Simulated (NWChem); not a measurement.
System meant: GeSiNH$_{6}$F; SMILES F[SiH2][NH][GeH3]

The following NWChem deck was run.

```
start job
memory heap 200 mb stack 900 mb global 1100 mb
geometry units angstroms noautoz
  Si    -0.428199    -1.665402     0.011515
  F      0.610619    -2.404069    -1.004967
  N      0.175386    -0.184579     0.628517
  Ge     0.079964     1.492844    -0.137823
  H     -0.642272    -2.616676     1.134930
  H     -1.657054    -1.390385    -0.777162
  H      0.795778    -0.249256     1.431276
  H      1.446049     1.919265    -0.710434
  H     -0.361234     2.507860     0.933269
  H     -0.963956     1.389169    -1.259262
end
basis spherical
  * library def2-svp
end
dft
  odft
  mult 2
  xc b3lyp
  iterations 150
  mulliken
end
task dft energy
```

End of the output:

```
                                 NWChem DFT Module
                                 -----------------

 Summary of "ao basis" -> "ao basis" (spherical)
 ------------------------------------------------------------------------------
       Tag                 Description            Shells   Functions and Types
 ---------------- ------------------------------  ------  ---------------------
 Si                         def2-svp                 8       18   4s3p1d
 F                          def2-svp                 6       14   3s2p1d
 N                          def2-svp                 6       14   3s2p1d
 Ge                         def2-svp                12       32   5s4p3d
 H                          def2-svp                 3        5   2s1p

 Summary of "ao basis" -> "ao basis" (spherical)
 ------------------------------------------------------------------------------
       Tag                 Description            Shells   Functions and Types
 ---------------- ------------------------------  ------  ---------------------
 Si                         def2-svp                 8       18   4s3p1d
 F                          def2-svp                 6       14   3s2p1d
 N                          def2-svp                 6       14   3s2p1d
 Ge                         def2-svp                12       32   5s4p3d
 H                          def2-svp                 3        5   2s1p

  number of electrons :                   68
  multiplicity        :                    2
 ------------------------------------------------------------------------
  no. of electrons and multiplicity not compatible                  68
 ------------------------------------------------------------------------
 ------------------------------------------------------------------------
  current input line :
    25: task dft energy
 ------------------------------------------------------------------------
 ------------------------------------------------------------------------
 There is an error in the input file
 ------------------------------------------------------------------------
 For more information see the NWChem manual at https://nwchemgit.github.io

0: no. of electrons and multiplicity not compatible:Received an Error in Communication
```

Task: What is wrong, and how is it mended?

Result: The input was rejected before any calculation. Cause: the multiplicity doesn't fit the number of electrons (an even count wants an odd multiplicity, and the reverse). This input runs:
```
start job
memory heap 200 mb stack 900 mb global 1100 mb
geometry units angstroms noautoz
  Si    -0.428199    -1.665402     0.011515
  F      0.610619    -2.404069    -1.004967
  N      0.175386    -0.184579     0.628517
  Ge     0.079964     1.492844    -0.137823
  H     -0.642272    -2.616676     1.134930
  H     -1.657054    -1.390385    -0.777162
  H      0.795778    -0.249256     1.431276
  H      1.446049     1.919265    -0.710434
  H     -0.361234     2.507860     0.933269
  H     -0.963956     1.389169    -1.259262
end
basis spherical
  * library def2-svp
end
dft
  xc b3lyp
  iterations 150
  mulliken
end
task dft energy
```
It converges to -2524.37533 Ha (B3LYP/def2-SVP).
